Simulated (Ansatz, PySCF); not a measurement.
C3H7NOSi, SMILES N1[SiH2][C@@H](C)OC=1. Atoms are numbered in the order given.

```xyz
13

C      1.9813    -0.8445    -0.0372
C      0.7289    -0.2925     0.6265
O      0.6644     1.1503     0.3856
C     -0.4657     1.5310    -0.2582
N     -1.4102     0.7516    -0.6006
Si    -0.9687    -0.8770    -0.0866
H      2.0955    -1.9148     0.1988
H      1.9297    -0.7438    -1.1330
H      2.8818    -0.3158     0.3134
H      0.7932    -0.4123     1.7201
H     -0.4539     2.6162    -0.4430
H     -1.9018    -1.4438     0.9252
H     -0.8288    -1.8354    -1.2182
```

Geometry optimised at B3LYP-D3(BJ)/def2-SVP. The structure was generated by enumeration; whether it is a known compound was not checked. Other conformers were not sampled.

Two levels are set side by side: PBE-D3(BJ)/def2-SVP (Ansatz, a quantum-chemistry and plane-wave program) and B3LYP-D3(BJ)/def2-SVP (Ansatz). Each level has its own optimised geometry; the coordinates shown are those of the second. Frequencies come from the Hessian of PySCF at each geometry. Differences are taken from unrounded values.

| quantity | B3LYP-D3(BJ) |
|---|---|
| mean bond length (Å) | 1.369 |
| bond C1–C2 (Å) | 1.521 |
| bond C2–O3 (Å) | 1.464 |
| bond C2–Si6 (Å) | 1.932 |
| bond O3–C4 (Å) | 1.355 |
| bond C4–N5 (Å) | 1.272 |
| bond N5–Si6 (Å) | 1.764 |
| bond C1–H7 (Å) | 1.102 |
| bond C1–H8 (Å) | 1.102 |
| bond C1–H9 (Å) | 1.101 |
| bond C2–H10 (Å) | 1.102 |
| bond C4–H11 (Å) | 1.101 |
| bond Si6–H12 (Å) | 1.489 |
| bond Si6–H13 (Å) | 1.489 |
| highest harmonic wavenumber (cm⁻¹) | 3127 |
| mean harmonic wavenumber (cm⁻¹) | 1310 |
| zero-point energy (kcal/mol) | 61.79 |

Task: What does PBE-D3(BJ) give, and how far is it from B3LYP-D3(BJ)? (Estimate from the structure and the level; the computed values follow.)

Result: 
```csv
quantity,PBE-D3(BJ),PBE-D3(BJ) minus B3LYP-D3(BJ)
mean bond length (Å),1.377,0.009
bond C1–C2 (Å),1.523,0.001
bond C2–O3 (Å),1.471,0.007
bond C2–Si6 (Å),1.939,0.008
bond O3–C4 (Å),1.363,0.008
bond C4–N5 (Å),1.282,0.010
bond N5–Si6 (Å),1.774,0.010
bond C1–H7 (Å),1.109,0.007
bond C1–H8 (Å),1.109,0.007
bond C1–H9 (Å),1.109,0.008
bond C2–H10 (Å),1.111,0.009
bond C4–H11 (Å),1.110,0.009
bond Si6–H12 (Å),1.502,0.014
bond Si6–H13 (Å),1.504,0.014
highest harmonic wavenumber (cm⁻¹),3066,-62
mean harmonic wavenumber (cm⁻¹),1271,-39
zero-point energy (kcal/mol),59.96,-1.83
```

GGA bonds tend to be longer and softer than those of functionals with exact exchange. Differences between two approximate levels are no errors against the true value.
